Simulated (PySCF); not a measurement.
Correlation energy of Mo⁺ (molybdenum, charge +1)

[Kr] 4d4 5s1, high-spin 6D determinant (an excited configuration). Computed with PySCF 2.14 in def2-TZVPPD with the def2 core potential (28 electrons), with a scalar-relativistic core potential. Frozen: nothing; 13 electrons correlated.

```json
{"level": "CCSD", "correlation energy (mhartree)": "-327.71"}
{"level": "(T)", "correlation energy (mhartree)": "-8.20"}
{"level": "CCSD(T)", "correlation energy (mhartree)": "-335.91"}
```

Diagnostics: T1 = 0.0077, D1 = 0.0336, largest double amplitude 0.022.

**Question.** Is a single reference adequate?

**Answer.** Yes, within this model without spin-orbit coupling: T1 lies below 0.03 and no double amplitude reaches 0.07.

The basis has no tight functions for the innermost shells, so their pair energies are far from complete.

This basis was not built for core-valence correlation, so the inner-shell part is incomplete.
